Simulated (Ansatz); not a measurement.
Relaxation of C3H7In (11 atoms, charge 0, multiplicity 1), to a largest force component of 0.02 eV/Å in at most 50 steps.

All numbers below come from UKS BHLYP-D4/def2-SVP in Ansatz.

```xyz
11
Properties=species:S:1:pos:R:3:forces:R:3
C 0.161 1.529 0.475 0.17 0.41 -0.17
C -0.013 0.248 0.200 0.20 -0.84 -0.97
C -0.610 -0.756 1.131 0.02 0.13 -0.12
In 0.589 -0.498 -1.795 -0.02 0.11 0.10
H 0.609 2.200 -0.251 0.03 0.13 0.06
H -0.121 1.971 1.424 -0.13 0.07 0.25
H -1.364 -1.349 0.604 -0.03 -0.06 0.19
H -1.069 -0.284 2.001 -0.07 -0.01 0.18
H 0.168 -1.445 1.471 -0.07 -0.12 0.09
H 1.503 0.491 -2.916 -0.12 -0.04 0.22
H 0.149 -2.108 -2.345 0.02 0.21 0.18
```

Problem. Where does it end, and by what steps?

Solution. The forces met the threshold. The force dipped under the threshold on the way, but the program's further checks kept it going. After 12 steps the energy has fallen by 0.073 eV; H11 moved furthest, 0.28 Å.

| step | energy less start (eV) | largest force component (eV/Å) | accepted |
| --- | --- | --- | --- |
| 0 | 0.0000 | 0.970 | yes |
| 1 | -0.0462 | 0.233 | yes |
| 2 | -0.0570 | 0.268 | yes |
| 3 | -0.0654 | 0.167 | yes |
| 4 | -0.0678 | 0.104 | yes |
| 5 | -0.0695 | 0.063 | yes |
| 6 | -0.0707 | 0.032 | yes |
| 7 | -0.0682 | 0.135 | no |
| 8 | -0.0713 | 0.015 | yes |
| 9 | -0.0722 | 0.033 | yes |
| 10 | -0.0715 | 0.061 | no |
| 11 | -0.0725 | 0.014 | yes |
| 12 | -0.0725 | 0.018 | yes |

```xyz
11
Properties=species:S:1:pos:R:3
C 0.187 1.478 0.419
C -0.010 0.189 0.137
C -0.643 -0.741 1.131
In 0.622 -0.505 -1.810
H 0.641 2.170 -0.285
H -0.101 1.903 1.383
H -1.557 -1.192 0.729
H -0.902 -0.228 2.064
H 0.023 -1.575 1.379
H 1.326 0.663 -2.875
H 0.414 -2.161 -2.272
```

Run time: 54 s on 2 threads of Intel(R) Xeon(R) CPU @ 2.80GHz (Skylake/Cascade Lake), on a shared host, peak memory 0.34 GiB.
